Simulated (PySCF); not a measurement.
A species of formula C8H16NP has this rotational fingerprint, computed with PBE0-D3(BJ)/def2-SVP geometry optimisation, gas phase (PySCF 2.14.0):

```
Rotational constants : A = 1519, B = 835.4, C = 585.5 MHz
Dipole components    : |μa| = 0.09 D, |μb| = 0.08 D, |μc| = 0.74 D
Inertial defect      : -74.36 u·Å²
κ                    : -0.46
```

Task: Which structure is it? (One computed conformer of each.)
A. `[CH2:1]=[CH:2][P:3]([CH:4]=[CH2:5])[NH:6][C:7]([CH3:8])([CH3:9])[CH3:10]` with C1–C2–P3–C4 114°, C2–P3–C4–C5 128°, C2–P3–N6–C7 131°
B. `[CH2:1]=[CH:2][P:3]([CH:4]1[CH2:5][CH2:6]1)[N:7]([CH3:8])[CH2:9][CH3:10]` with C1–C2–P3–C4 -121°, C2–P3–C4–C5 156°, C2–P3–N7–C8 161°, P3–N7–C9–C10 155°

Result: B. It is C=CP(C1CC1)N(C)CC, an asymmetric top, point group C1. The candidates at the same level (rigid rotor, commonest isotopes):

```
            SMILES  A (MHz)  B (MHz)  C (MHz)  μa (D)  μb (D)  μc (D)  Δ (u·Å²)  point group           rotor
 C=CP(C1CC1)N(C)CC     1519    835.4    585.5    0.09    0.08    0.74    -74.36           C1  asymmetric top
C=CP(C=C)NC(C)(C)C     1467    804.4    611.6    0.38    0.20    1.10   -146.47           C1  asymmetric top
```

`C=CP(C=C)NC(C)(C)C` has C 4 % too high. No structure here is proved a minimum.
